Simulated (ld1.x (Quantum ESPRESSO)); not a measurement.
# Varying the TM potential for oxygen

Base potential:

* Element: oxygen
* Generator: ld1.x (Quantum ESPRESSO) 7.5
* Type: norm-conserving Troullier–Martins (Kleinman–Bylander form)
* Functional: LDA (PZ)
* Relativity: scalar-relativistic
* Frozen core: [He]
* Valence charge: 6
* Reference configuration: 2s2 2p4
* Partial waves: 2p (bound): rc 1.10 bohr; 3d channel at 0.25 Ry: rc 1.15 bohr; 2s (bound): rc 0.60 bohr
* Local potential: the s channel
* Core correction: Bessel-smoothed model core inside 0.30 bohr

All-electron outer shells of the reference configuration (LDA (PZ), scalar-relativistic, ld1.x):

| shell | level (eV) | outermost node (bohr) | outermost maximum (bohr) |
| --- | --- | --- | --- |
| 1s | -510.89 | – | 0.13 |
| 2s | -23.75 | 0.28 | 0.88 |
| 2p | -9.20 | – | 0.82 |

Cutoffs, loose and tight: the cutoffs (Ry, on a coarse ladder) from which the occupation-weighted sum of valence levels, in a spherical-Bessel basis at the reference potential, stays within 10 and 1 mRy of its value at 400 Ry. They do not see the model core or the augmentation charge, which bear on the density cutoff. Test errors are all-electron minus pseudo excitation energies from the reference, over the configurations 2s2 2p3; 2s2 2p2; 2s2 2p1; 2s2 2p4.3; 2s2 2p3.5; 2s0 2p6; 2s1 2p5 (two spin-polarised tests are not counted in the largest error). A dash means not determined; rows that change the core or the reference have their own tests.

Cutoffs are not given where the Bessel-basis levels miss the radial ones by over 6 mRy, ghosts where they miss by over 20 mRy; a channel whose overlap is not positive is not tested.

```tsv
change	outcome	cutoff, loose	cutoff, tight	bound ghosts	largest test error (meV)
base	generated	200 Ry	over 300 Ry	none	+191
all radii but the core radius scaled by about 0.78 (s 0.46, p 0.86, d 0.90 bohr)	generated	–	–	none	+170
all radii but the core radius scaled by about 0.85 (s 0.50, p 0.94, d 0.98 bohr)	generated	over 300 Ry	over 300 Ry	none	+161
all radii but the core radius scaled by about 0.95 (s 0.56, p 1.04, d 1.10 bohr)	generated	230 Ry	over 300 Ry	none	+170
all radii but the core radius scaled by about 1.09 (s 0.66, p 1.20, d 1.26 bohr)	generated	140 Ry	200 Ry	none	+254
all radii but the core radius scaled by about 1.19 (s 0.72, p 1.30, d 1.36 bohr)	generated	90 Ry	200 Ry	none	+402
all radii but the core radius scaled by about 1.30 (s 0.78, p 1.42, d 1.50 bohr)	generated	80 Ry	200 Ry	none	+565
all radii but the core radius scaled by about 1.38 (s 0.82, p 1.52, d 1.58 bohr)	generated	80 Ry	180 Ry	none	+786
```

Reading the sweep of the scale of all radii but the core radius (base = 1) (base included, trends over the rows without a ghost): The loose cutoff falls from 230 Ry at 0.95 to 80 Ry at 1.38. A larger radius leaves more room for a smooth pseudo-wave, so fewer plane waves are needed; a smaller one forces it to follow the all-electron wave where it bends sharply. The median size of the test errors (rows with all tests solved) is not monotonic: lowest 13.9 meV at 0.78, highest 17.4 meV at 1.38.
